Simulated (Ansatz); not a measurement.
Spin states of H2MoO2 (SMILES [OH][Mo][OH]), each relaxed with B3LYP-D3(BJ)/def2-TZVP.
State 1 (charge 0, multiplicity 5):
```xyz
5

Mo     0.1709    -0.6665     0.0324
O      1.4889     0.3196    -0.9484
H      1.3594     0.6480    -1.8459
O     -1.4948    -0.3625     0.9289
H     -1.5782     0.0909     1.7759
```
State 2 (charge 0, multiplicity 1):
```xyz
5

Mo     0.34782    -0.15816     0.31485
O      1.36411     0.20946    -1.16392
H      1.49028     0.50466    -2.06781
O     -1.15683    -0.30230     1.34924
H     -2.09914    -0.22402     1.51053
```

Singlets are restricted, other states unrestricted; no spin–orbit coupling, no relativity up to Kr; see below for the cores. The largest T1 diagnostic is 0.026.

Correlated levels freeze the inner cores; with def2 sets outer-core shells near the valence are correlated too.

Codes used: Ansatz (Gaussian basis) for Hartree–Fock, density functionals and correlated methods.  In def2 rows elements past Kr take small-core potentials, without spin–orbit coupling.

### Question
One of these levels gives 26.63 kcal/mol for the energy of the multiplicity-1 state less that of the multiplicity-5 state. Name it.
(A) PBE/def2-TZVPP
(B) B2PLYP/def2-TZVPP
(C) SVWN5/def2-TZVPP
(D) r2SCAN/def2-TZVPP

### Answer
B, B2PLYP/def2-TZVPP. The others give 21.99 (SVWN5/def2-TZVPP), 30.47 (PBE/def2-TZVPP), 41.41 (r2SCAN/def2-TZVPP)

Doubts at one or more of the structures used: a restricted determinant that unrestricted orbitals would lower (B2PLYP/def2-TZVPP).

Ansatz is a quantum-chemistry and plane-wave program.
